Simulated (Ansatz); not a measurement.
Input file for Ansatz (a quantum-chemistry and plane-wave program): R-wB97M-V/def2-TZVPP on C2H7FOSi (SMILES C[Si@H](O)CF), atoms moved off the minimum.

Ansatz 0.2 input:
```yaml
crystal:
  periodic: [false, false, false]
  atoms:
    - {symbol: C, position_ang: [2.07453725, -0.33726614, -0.48631465]}
    - {symbol: Si, position_ang: [0.26511069, 0.05511131, -0.49166033]}
    - {symbol: O, position_ang: [0.18116988, 1.67161893, 0.02504980]}
    - {symbol: C, position_ang: [-0.75586159, -1.02842407, 0.71839178]}
    - {symbol: F, position_ang: [-1.97778610, -0.36180113, 0.82755682]}
    - {symbol: H, position_ang: [2.50366024, -0.30537766, 0.42992670]}
    - {symbol: H, position_ang: [2.22789387, -1.40165178, -0.91360316]}
    - {symbol: H, position_ang: [2.58631992, 0.25984541, -1.12907229]}
    - {symbol: H, position_ang: [-0.35766261, -0.00648195, -1.84524629]}
    - {symbol: H, position_ang: [-0.74074446, 2.06035998, 0.20392450]}
    - {symbol: H, position_ang: [-0.78133877, -1.99973525, 0.35378009]}
    - {symbol: H, position_ang: [-0.36575695, -0.98346279, 1.65098524]}
basis:
  gaussian:
    orbitals: def2-TZVPP
hamiltonian:
  xc: {name: wB97M-V}
scf: {lower_state_search: off}
output: {forces: true}
```

The head of its log:

```
WARN ansatz: RAYON_NUM_THREADS=8 ignored (pool sized by the plan → 8); use --threads N
Functional definition: wB97M-V
these checks for a lower state are left out or cut short: stability, starts, cluster_reference, orbital_swaps, neighbouring_geometries, increment
integrals: 0.27 GiB planned
1371 factors; their error is unknown
integrals: 0.31 GiB planned
331 factors; integrals over basis functions are off by at most 1.1e-5 eV
0.39 GiB of the device are held for the grids
1.69 GiB of device memory are held for the factors and their scratch space
mean field: 1.59 GiB planned
mean field evaluation 1: about -14823.6431 eV, gradient 6.2e1 eV
mean field evaluation 2: about -14824.3026 eV, gradient 6.2e1 eV
```

Problem. Give the final energy of this run.

Solution. -545.0164 hartree.
